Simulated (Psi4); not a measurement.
A ladder of methods for CH7AsSi (SMILES C[AsH][SiH3])

CH7AsSi has 10 atoms, charge 0, and is taken as a singlet. As SMILES, `C[AsH][SiH3]`. The shape was relaxed beforehand at PBE0/def2-TZVP.

```xyz
10

C    -1.3609    0.6276   -0.6171
As    0.2280   -0.3656   -1.2570
Si    1.1141   -0.8336    0.8799
H    -1.8166    1.1320   -1.4691
H    -1.1158    1.3587    0.1514
H    -2.0753   -0.0930   -0.2185
H     1.1292    0.8538   -1.4207
H     0.2872   -1.8981    1.5101
H     1.1007    0.3591    1.7712
H     2.5099   -1.3286    0.7478
```

Each level gives the HOMO–LUMO gap (eV). The values are calculated.

```
                                 level                    kind  program  value (eV)
   PBE-D4/def2-TZVPP (density fitting)                     GGA     Psi4        5.29
r2SCAN-D4/def2-TZVPP (density fitting)                meta-GGA     Psi4        5.84
 B3LYP-D4/def2-TZVPP (density fitting)           global hybrid     Psi4        6.71
  PBE0-D4/def2-TZVPP (density fitting)           global hybrid     Psi4        7.13
  wB97M-V/def2-TZVPP (density fitting)  range-separated hybrid     Psi4       10.89
```

All-electron rows without a relativistic Hamiltonian named are non-relativistic. The values span 5.29 to 10.89 eV. Orbital gaps aren't excitation energies; they tend to grow with the share of exact exchange.
